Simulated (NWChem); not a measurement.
Molecule: PbH$_{2}$SO, singlet; SMILES [OH][Pb][SH]

```xyz
5

Pb    -0.2279    -0.3624     0.0000
O      1.7985    -0.9138     0.0000
H      2.4103    -0.1668     0.0000
S      0.1890     2.1713     0.0000
H     -1.1328     2.4560     0.0000
```
Atoms are numbered in this order, from 1.

Program: NWChem. Low-valent species are run as closed-shell singlets; no triplet was tried in these runs. Structure relaxed at the PBE0/def2-SVP level. def2 effective core potentials on Pb; no spin-orbit coupling.

For level LDA (Slater exchange, VWN5)/def2-SVP:

- dipole (D) = 2.15

Task: How do the values read with level PW91/def2-SVP instead?

Result: 
| Item | Result |
|---|---|
| dipole (D) | 2.27 |
